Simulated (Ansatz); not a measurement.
H$_{4}$OPSb, SMILES `P[O][SbH2]`. Total charge 0; spin multiplicity 1. Sb: def2 effective core potential. The structure was optimised at the PBE0-D4/def2-TZVP level. It is one conformer, not always the lowest.

```xyz
7

P    -1.392    0.590   -0.548
O    -0.091    0.172    0.357
Sb    1.672   -0.077   -0.520
H    -2.316   -0.405   -0.110
H    -1.964    1.572    0.313
H     2.480   -0.060    0.989
H     1.612   -1.793   -0.482
```

Q: What is the dipole moment at B3LYP/def2-TZVPP? (Best estimate.)

A: The calculation gave: 1.43 D, with components (1.25, 0.02, -0.68) D in this frame, pointing from negative to positive charge.

Q: And with PBE, r2SCAN, ωB97M-V? (Best estimate.)

A: Computed: PBE 1.30 D, r2SCAN 1.32 D, ωB97M-V 1.47 D.

Q: Give the Mulliken charges with B3LYP, PBE, ωB97M-V in def2-TZVPP. (Estimate.)

A: The calculation gave: 
```json
{"atom": "P1", "B3LYP": "0.14", "PBE": "0.08", "ωB97M-V": "0.08"}
{"atom": "O2", "B3LYP": "-0.57", "PBE": "-0.49", "ωB97M-V": "-0.56"}
{"atom": "Sb3", "B3LYP": "0.62", "PBE": "0.55", "ωB97M-V": "0.54"}
{"atom": "H4", "B3LYP": "0.01", "PBE": "0.02", "ωB97M-V": "0.04"}
{"atom": "H5", "B3LYP": "0.01", "PBE": "0.02", "ωB97M-V": "0.04"}
{"atom": "H6", "B3LYP": "-0.10", "PBE": "-0.09", "ωB97M-V": "-0.07"}
{"atom": "H7", "B3LYP": "-0.11", "PBE": "-0.10", "ωB97M-V": "-0.07"}
```

B3LYP here is the variant with VWN-RPA as its local correlation; programs differ in this.
